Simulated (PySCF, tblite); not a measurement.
Parent: `[CH3:1][O:2][C:3](=[O:4])[c:5]1[o:6][cH:7][cH:8][p:9]1` with C1–O2–C3–O4 -1°, O2–C3–C5–O6 179°, C5H5O3P.

The geometries are computed with GFN2-xTB (gas phase). One conformer each, not checked by frequencies here.

```
coordinate of the parent    value
                   C1–O2  1.419 Å
                   O2–C3  1.349 Å
                   C3=O4  1.204 Å
                   C3–C5  1.458 Å
                   C5–O6  1.345 Å
                   O6–C7  1.325 Å
                   C7–C8  1.360 Å
                   C8–P9  1.764 Å
                   C5–P9  1.727 Å
                C1–O2–C3   116.1°
                O2–C3–O4   124.3°
                O2–C3–C5   108.3°
                O4–C3–C5   127.3°
                C3–C5–O6   119.9°
                C3–C5–P9   124.4°
                O6–C5–P9   115.7°
                C5–O6–C7   110.8°
                O6–C7–C8   115.9°
                C7–C8–P9   110.9°
                C5–P9–C8    86.7°
```

How does the shared frame change in `[CH3:1][O:2][C:3](=[O:4])[c:5]1[o:6][c:7]([O:8][CH3:9])[cH:10][p:11]1` with C1–O2–C3–O4 0°, O2–C3–C5–O6 179°, O6–C7–O8–C9 0°, C6H7O4P? Atoms pair as C1 = C1, O2 = O2, C3 = C3, O4 = O4, C5 = C5, O6 = O6, C7 = C7, C8 = C10, P9 = P11 (parent first).

```json
{"parent": "C1–O2", "relative": "C1–O2", "value in the relative": "1.418 Å", "change": "-0.001"}
{"parent": "O2–C3", "relative": "O2–C3", "value in the relative": "1.351 Å", "change": "+0.002"}
{"parent": "C3=O4", "relative": "C3=O4", "value in the relative": "1.206 Å", "change": "+0.002"}
{"parent": "C3–C5", "relative": "C3–C5", "value in the relative": "1.451 Å", "change": "-0.007"}
{"parent": "C5–O6", "relative": "C5–O6", "value in the relative": "1.360 Å", "change": "+0.015"}
{"parent": "O6–C7", "relative": "O6–C7", "value in the relative": "1.328 Å", "change": "+0.003"}
{"parent": "C7–C8", "relative": "C7–C10", "value in the relative": "1.370 Å", "change": "+0.010"}
{"parent": "C8–P9", "relative": "C10–P11", "value in the relative": "1.756 Å", "change": "-0.008"}
{"parent": "C5–P9", "relative": "C5–P11", "value in the relative": "1.723 Å", "change": "-0.004"}
{"parent": "C1–O2–C3", "relative": "C1–O2–C3", "value in the relative": "116.1°", "change": "0.0"}
{"parent": "O2–C3–O4", "relative": "O2–C3–O4", "value in the relative": "124.2°", "change": "-0.1"}
{"parent": "O2–C3–C5", "relative": "O2–C3–C5", "value in the relative": "108.5°", "change": "+0.2"}
{"parent": "O4–C3–C5", "relative": "O4–C3–C5", "value in the relative": "127.3°", "change": "0.0"}
{"parent": "C3–C5–O6", "relative": "C3–C5–O6", "value in the relative": "119.2°", "change": "-0.7"}
{"parent": "C3–C5–P9", "relative": "C3–C5–P11", "value in the relative": "125.5°", "change": "+1.1"}
{"parent": "O6–C5–P9", "relative": "O6–C5–P11", "value in the relative": "115.3°", "change": "-0.4"}
{"parent": "C5–O6–C7", "relative": "C5–O6–C7", "value in the relative": "110.5°", "change": "-0.3"}
{"parent": "O6–C7–C8", "relative": "O6–C7–C10", "value in the relative": "116.0°", "change": "+0.1"}
{"parent": "C7–C8–P9", "relative": "C7–C10–P11", "value in the relative": "110.7°", "change": "-0.2"}
{"parent": "C5–P9–C8", "relative": "C5–P11–C10", "value in the relative": "87.5°", "change": "+0.8"}
```

Of the parent's bonds, C5–O6 changes most (+0.015 Å). Bonds of the relative outside the shared frame: C7–O8 1.332, O8–C9 1.419 Å.
